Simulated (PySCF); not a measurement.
PySCF input file for Si(Br)(Me) (CH3BrSi), SMILES C[Si]Br (connectivity only; charge and spin as stated), neutral, multiplicity 1, ADC(2)/aug-cc-pVDZ. Geometry optimised at PBE-D3(BJ)/def2-TZVP.

```python
import numpy as np
from pyscf import gto, scf, dft, adc

mol = gto.M(
    atom='''
    Si    0.83686935    1.08400787   -0.00000000
    Br   -0.11041023   -0.99521286    0.00000000
    C    -0.76103503    2.11720944    0.00000000
    H    -0.53509119    3.19414901    0.00000000
    H    -1.37525576    1.87946715   -0.88451390
    H    -1.37525576    1.87946715    0.88451390
    ''',
    basis='aug-cc-pVDZ',
    charge=0,
    spin=0,
    max_memory=1600,
    verbose=4,
)
mf = scf.RHF(mol)
mf.conv_tol = 1e-10
mf.max_cycle = 100
mf.kernel()
res = {}
for kind, nroots in (('ee', 6), ('ip', 6), ('ea', 2)):
    a = adc.ADC(mf).density_fit('aug-cc-pvdz-ri')
    a.method, a.method_type = 'adc(2)', kind
    e, v, p, x = a.kernel(nroots=nroots)
    res[kind] = (e * 27.211386245988, p)
for kind, (e, p) in res.items():
    print(kind, 'energies / eV', np.round(e, 3), 'strengths', np.round(p, 4))
```

Output:

```
PySCF version 2.14.0

[INPUT] verbose = 4
[INPUT] num. atoms = 6
[INPUT] num. electrons = 58
[INPUT] charge = 0
[INPUT] spin (= nelec alpha-beta = 2S) = 0
[INPUT] symmetry False subgroup None
[INPUT] Mole.unit = angstrom
[INPUT] Symbol           X                Y                Z      unit          X                Y                Z       unit  Magmom
[INPUT]  1 Si     0.836869350000   1.084007870000   0.000000000000 AA    1.581453873543   2.048477991173   0.000000000000 Bohr   0.0
[INPUT]  2 Br    -0.110410230000  -0.995212860000   0.000000000000 AA   -0.208645096050  -1.880679741045   0.000000000000 Bohr   0.0
[INPUT]  3 C     -0.761035030000   2.117209440000   0.000000000000 AA   -1.438147777900   4.000945989944   0.000000000000 Bohr   0.0
[INPUT]  4 H     -0.535091190000   3.194149010000   0.000000000000 AA   -1.011175800768   6.036066829951   0.000000000000 Bohr   0.0
[INPUT]  5 H     -1.375255760000   1.879467150000  -0.884513900000 AA   -2.598856737631   3.551678173617  -1.671489024371 Bohr   0.0
[INPUT]  6 H     -1.375255760000   1.879467150000   0.884513900000 AA   -2.598856737631   3.551678173617   1.671489024371 Bohr   0.0

nuclear repulsion = 205.921838312731
number of shells = 40
number of NR pGTOs = 204
number of NR cGTOs = 113
basis = aug-cc-pVDZ
ecp = {}


[settings echo left out]
init E= -2899.91374363418
  HOMO = -0.204596192554637  LUMO = -0.0436630903950692  gap/eV = 4.37921
cycle= 1 E= -2900.91270385232  delta_E= -0.999  |g|= 0.285  |ddm|= 2.54
  HOMO = -0.349022245021059  LUMO = -0.0233856442166065  gap/eV = 8.86102
cycle= 2 E= -2900.94477297045  delta_E= -0.0321  |g|= 0.121  |ddm|= 0.603
  HOMO = -0.33348982988117  LUMO = 0.00828758741349089  gap/eV = 9.30024
cycle= 3 E= -2900.94998731748  delta_E= -0.00521  |g|= 0.0315  |ddm|= 0.176
  HOMO = -0.334830883674762  LUMO = 0.00942322297563924  gap/eV = 9.36763
cycle= 4 E= -2900.95063458296  delta_E= -0.000647  |g|= 0.00641  |ddm|= 0.0953
  HOMO = -0.335407968674865  LUMO = 0.00894972118470561  gap/eV = 9.37045
cycle= 5 E= -2900.95067729297  delta_E= -4.27e-05  |g|= 0.0022  |ddm|= 0.0242
  HOMO = -0.335424480061989  LUMO = 0.00898300081352721  gap/eV = 9.37180
cycle= 6 E= -2900.95068204018  delta_E= -4.75e-06  |g|= 0.000782  |ddm|= 0.00743
  HOMO = -0.335335945513391  LUMO = 0.00905178841812138  gap/eV = 9.37127
cycle= 7 E= -2900.95068270762  delta_E= -6.67e-07  |g|= 0.000229  |ddm|= 0.00285
  HOMO = -0.33532897551154  LUMO = 0.00905197378856348  gap/eV = 9.37108
cycle= 8 E= -2900.95068277698  delta_E= -6.94e-08  |g|= 5.49e-05  |ddm|= 0.000981
  HOMO = -0.33532134096158  LUMO = 0.00905403434032825  gap/eV = 9.37093
cycle= 9 E= -2900.95068278072  delta_E= -3.74e-09  |g|= 1.63e-05  |ddm|= 0.000172
  HOMO = -0.335323109171795  LUMO = 0.00905248359436861  gap/eV = 9.37094
cycle= 10 E= -2900.95068278102  delta_E= -3.03e-10  |g|= 4.46e-06  |ddm|= 5.27e-05
  HOMO = -0.335322947393977  LUMO = 0.00905262230825521  gap/eV = 9.37094
cycle= 11 E= -2900.95068278104  delta_E= -2.14e-11  |g|= 1.21e-06  |ddm|= 1.4e-05
  HOMO = -0.335322955018247  LUMO = 0.00905267955953315  gap/eV = 9.37094
Extra cycle  E= -2900.95068278105  delta_E= -8.19e-12  |g|= 5.57e-07  |ddm|= 3.02e-06
converged SCF energy = -2900.95068278105

******** <class 'pyscf.adc.radc.RADC'> ********
******** ADC Orbital Information ********
Number of Frozen Occupied Orbitals: 0
Number of Frozen Virtual Orbitals: 0
Number of Active Occupied Orbitals: 29
Number of Active Virtual Orbitals: 84
*****************************************
******** <class 'pyscf.df.df.DF'> ********
auxbasis = aug-cc-pvdz-ri
Reference correlation energy (doubles): -0.39688731
MP2 correlation energy of reference state (a.u.) = -0.39688731

******** <class 'pyscf.adc.radc_ee.RADCEE'> ********
max_space = 12
max_cycle = 50
conv_tol = 1e-08

*************************************************************
        ADC calculation summary (singlet states only)
*************************************************************
adc(2) root 0  |  Energy (Eh) =   0.1059542398  |  Energy (eV) =   2.88316172  |  Osc. strength = 0.01940403  |  conv = True
adc(2) root 1  |  Energy (Eh) =   0.1775969485  |  Energy (eV) =   4.83265912  |  Osc. strength = 0.00476411  |  conv = True
adc(2) root 2  |  Energy (Eh) =   0.1891919077  |  Energy (eV) =   5.14817403  |  Osc. strength = 0.03982885  |  conv = True
adc(2) root 3  |  Energy (Eh) =   0.2074127700  |  Energy (eV) =   5.64398895  |  Osc. strength = 0.28184143  |  conv = True
adc(2) root 4  |  Energy (Eh) =   0.2165729248  |  Energy (eV) =   5.89324946  |  Osc. strength = 0.00000710  |  conv = True
adc(2) root 5  |  Energy (Eh) =   0.2225309619  |  Energy (eV) =   6.05537591  |  Osc. strength = 0.06614840  |  conv = True

******** <class 'pyscf.adc.radc.RADC'> ********
******** ADC Orbital Information ********
Number of Frozen Occupied Orbitals: 0
Number of Frozen Virtual Orbitals: 0
Number of Active Occupied Orbitals: 29
Number of Active Virtual Orbitals: 84
*****************************************
******** <class 'pyscf.df.df.DF'> ********
auxbasis = aug-cc-pvdz-ri
Reference correlation energy (doubles): -0.39688731
MP2 correlation energy of reference state (a.u.) = -0.39688731

******** <class 'pyscf.adc.radc_ip.RADCIP'> ********
max_space = 12
max_cycle = 50
conv_tol = 1e-08

*************************************************************
        ADC calculation summary (doublet states only)
*************************************************************
adc(2) root 0  |  Energy (Eh) =   0.3137016624  |  Energy (eV) =   8.53625703  |  Spec. factor = 1.81705171  |  conv = True
adc(2) root 1  |  Energy (Eh) =   0.3814996599  |  Energy (eV) =  10.38113451  |  Spec. factor = 1.79573300  |  conv = True
adc(2) root 2  |  Energy (Eh) =   0.3882816952  |  Energy (eV) =  10.56568309  |  Spec. factor = 1.80024356  |  conv = True
adc(2) root 3  |  Energy (Eh) =   0.4277620943  |  Energy (eV) =  11.63999947  |  Spec. factor = 1.78193716  |  conv = True
adc(2) root 4  |  Energy (Eh) =   0.5153015619  |  Energy (eV) =  14.02206972  |  Spec. factor = 1.77670456  |  conv = True
adc(2) root 5  |  Energy (Eh) =   0.5213148139  |  Energy (eV) =  14.18569864  |  Spec. factor = 1.77232170  |  conv = True

******** <class 'pyscf.adc.radc.RADC'> ********
******** ADC Orbital Information ********
Number of Frozen Occupied Orbitals: 0
Number of Frozen Virtual Orbitals: 0
Number of Active Occupied Orbitals: 29
Number of Active Virtual Orbitals: 84
*****************************************
******** <class 'pyscf.df.df.DF'> ********
auxbasis = aug-cc-pvdz-ri
Reference correlation energy (doubles): -0.39688731
MP2 correlation energy of reference state (a.u.) = -0.39688731

******** <class 'pyscf.adc.radc_ea.RADCEA'> ********
max_space = 12
max_cycle = 50
conv_tol = 1e-08

*************************************************************
        ADC calculation summary (doublet states only)
*************************************************************
adc(2) root 0  |  Energy (Eh) =  -0.0359427100  |  Energy (eV) =  -0.97805096  |  Spec. factor = 1.85587977  |  conv = True
adc(2) root 1  |  Energy (Eh) =   0.0232505137  |  Energy (eV) =   0.63267870  |  Spec. factor = 1.96254671  |  conv = True
ee energies / eV [2.883 4.833 5.148 5.644 5.893 6.055] strengths [0.0194 0.0048 0.0398 0.2818 0.     0.0661]
ip energies / eV [ 8.536 10.381 10.566 11.64  14.022 14.186] strengths [1.8171 1.7957 1.8002 1.7819 1.7767 1.7723]
ea energies / eV [-0.978  0.633] strengths [1.8559 1.9625]
```

Self-consistency was reached.

Cost: very roughly 11 core-minutes.
